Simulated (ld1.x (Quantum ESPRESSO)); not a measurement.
F: excitation energies, all-electron against ultrasoft

- Element: fluorine
- Generator: ld1.x (Quantum ESPRESSO) 7.5
- Type: ultrasoft
- Functional: LDA (PZ)
- Relativity: scalar-relativistic
- Frozen core: [He]
- Valence charge: 7
- Reference configuration: 2s1.5 2p5.5
- Partial waves: 2s (bound): rcut 0.70, rcutus 0.85 bohr; 2s channel at 1.2 Ry: rcut 0.70, rcutus 0.85 bohr; 2p (bound): rcut 1.15, rcutus 1.40 bohr; 2p channel at 3.15 Ry: rcut 1.15, rcutus 1.40 bohr
- Local potential: all-electron potential smoothed inside 1.05 bohr (lloc = -2)
- Core correction: a·sin(br)/r model core inside 0.45 bohr
- Augmentation charge: PSQ, radius 0.75 bohr

Energies are relative to the spin-unpolarised reference configuration 2s1.5 2p5.5; without spin polarisation the order of configurations can differ from experiment. Spin-polarised rows fill each open shell by Hund’s rule, majority spin first. The frozen-core shift is the all-electron ΔE with the core orbitals held at their reference shape minus the fully relaxed ΔE.

(1) Give the all-electron excitation energy and the error of the potential for: 2s2 2p5; 2s2 2p4; 2s2 2p3; 2s1 2p6; 2s2 2p1; 2s1 2p5; 2s2 2p4.5; 2s1.5 2p5.5 (spin-polarised); 2s2 2p5 (spin-polarised).

Levels in the configuration 2s2 2p5:

```
level  all-electron (eV)  pseudo (eV)
   2s            -29.647      -29.652
   2p            -11.295      -11.292
```

## Answers

(1)

| valence configuration | charge | ΔE all-electron (eV) | error AE − PS (meV) | frozen-core shift (meV) |
| --- | --- | --- | --- | --- |
| 2s2 2p5 | 0 | -9.186 | +1.9 | +0.1 |
| 2s2 2p4 | +1 | 10.370 | +6.0 | +0.1 |
| 2s2 2p3 | +2 | 48.882 | +20 | +0.7 |
| 2s1 2p6 | 0 | 9.205 | +1.7 | +0.1 |
| 2s2 2p1 | +4 | 195.481 | +70 | +15 |
| 2s1 2p5 | +1 | 29.025 | +2.3 | +0.3 |
| 2s2 2p4.5 | +0.5 | -1.555 | +3.0 | +0.1 |
| 2s1.5 2p5.5 (spin-polarised) | 0 | -0.406 | +14 | +0.1 |
| 2s2 2p5 (spin-polarised) | 0 | -9.565 | +16 | +0.4 |
